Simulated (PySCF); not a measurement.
Molfile (atoms numbered from 1):
```
C9H8F2O
     RDKit          3D

 20 21  0  0  0  0  0  0  0  0999 V2000
   -2.3084   -1.7528   -1.0274 F   0  0  0  0  0  0  0  0  0  0  0  0
   -2.3161   -0.9566    0.0747 C   0  0  0  0  0  0  0  0  0  0  0  0
   -2.2024   -1.8016    1.1353 F   0  0  0  0  0  0  0  0  0  0  0  0
   -1.1867    0.0325    0.0485 C   0  0  0  0  0  0  0  0  0  0  0  0
   -1.4263    1.4014    0.1331 C   0  0  0  0  0  0  0  0  0  0  0  0
   -0.3767    2.3043    0.1301 C   0  0  0  0  0  0  0  0  0  0  0  0
    0.9390    1.8684    0.0457 C   0  0  0  0  0  0  0  0  0  0  0  0
    1.1747    0.5123   -0.0436 C   0  0  0  0  0  0  0  0  0  0  0  0
    0.1260   -0.4002   -0.0442 C   0  0  0  0  0  0  0  0  0  0  0  0
    0.6896   -1.7800   -0.1452 C   0  0  0  0  0  0  0  0  0  0  0  0
    2.0947   -1.6135   -0.2896 O   0  0  0  0  0  0  0  0  0  0  0  0
    2.4587   -0.2502   -0.1344 C   0  0  0  0  0  0  0  0  0  0  0  0
   -3.3070   -0.4807    0.1355 H   0  0  0  0  0  0  0  0  0  0  0  0
   -2.4426    1.7601    0.2027 H   0  0  0  0  0  0  0  0  0  0  0  0
   -0.5847    3.3609    0.2000 H   0  0  0  0  0  0  0  0  0  0  0  0
    1.7560    2.5737    0.0490 H   0  0  0  0  0  0  0  0  0  0  0  0
    0.3048   -2.3267   -1.0143 H   0  0  0  0  0  0  0  0  0  0  0  0
    0.4720   -2.3695    0.7569 H   0  0  0  0  0  0  0  0  0  0  0  0
    3.0683    0.0557   -0.9935 H   0  0  0  0  0  0  0  0  0  0  0  0
    3.0620   -0.1266    0.7774 H   0  0  0  0  0  0  0  0  0  0  0  0
  1  2  1  0
  2  3  1  0
  2  4  1  0
  4  5  1  0
  5  6  2  0
  6  7  1  0
  7  8  2  0
  8  9  1  0
  9 10  1  0
 10 11  1  0
 11 12  1  0
  9  4  2  0
 12  8  1  0
  2 13  1  0
  5 14  1  0
  6 15  1  0
  7 16  1  0
 10 17  1  0
 10 18  1  0
 12 19  1  0
 12 20  1  0
M  END
```

- GFN2-xTB structure
- GIAO PBE0/pcSseg-1 shieldings
- code: PySCF
- no relativistic terms, one conformer, rapidly exchanging positions averaged, gas phase

Shifts are taken against calculated references (same method and geometry level): TMS for $^{13}$C (186.93 ppm), $^{1}$H (31.72 ppm); CFCl3 for $^{19}$F (170.95 ppm); H2O for $^{17}$O (336.08 ppm).

| atoms | nucleus | count | Hirshfeld charge | δ (ppm) |
| --- | --- | --- | --- | --- |
| H14 | $^{1}$H | 1 | 0.05 | ? |
| C12 | $^{13}$C | 1 | 0.00 | 78.5 |
| C6 | $^{13}$C | 1 | -0.05 | 132.3 |
| C4 | $^{13}$C | 1 | -0.03 | ? |
| C2 | $^{13}$C | 1 | 0.15 | 123.4 |
| H15 | $^{1}$H | 1 | 0.05 | 7.62 |
| F1/F3 | $^{19}$F | 2 | -0.10 | -124.1 |
| C8 | $^{13}$C | 1 | 0.00 | 149.0 |
| O11 | $^{17}$O | 1 | -0.16 | ? |
| C7 | $^{13}$C | 1 | -0.04 | ? |
| C9 | $^{13}$C | 1 | 0.00 | 147.3 |
| H13 | $^{1}$H | 1 | 0.05 | 6.84 |
| C10 | $^{13}$C | 1 | 0.00 | 78.0 |
| H19/H20 | $^{1}$H | 2 | 0.04 | 5.57 |
| C5 | $^{13}$C | 1 | -0.05 | ? |
| H16 | $^{1}$H | 1 | 0.06 | 7.66 |
| H17/H18 | $^{1}$H | 2 | 0.04 | 5.89 |

**Question.** Complete the table.

**Answer.** 
- C4: 134.6 ppm, substituted aromatic carbon
- C5: 131.1 ppm, aromatic CH; the aromatic region
- C7: 128.8 ppm, aromatic CH; the aromatic region
- H14: 7.43 ppm, hydrogen on an aromatic CH; ring-current deshielding
- O11: 24.8 ppm, ether oxygen

Shifts are as computed. Against solution values, carbons near 30 ppm lie about +3 ppm off and those near 130 ppm about +5 ppm. Of 1211 compounds with measured shifts, 218 miss one by over three times the rms of a fit or turn the order of signals round; such compounds aren't used in these exercises. Unscaled 19F shifts against computed CFCl3 carry errors that often reach 10 to 50 ppm. Experimental scales use liquid or dissolved standards, which lie at an offset from isolated H2O (liquid H2O: subtract about 36 ppm).
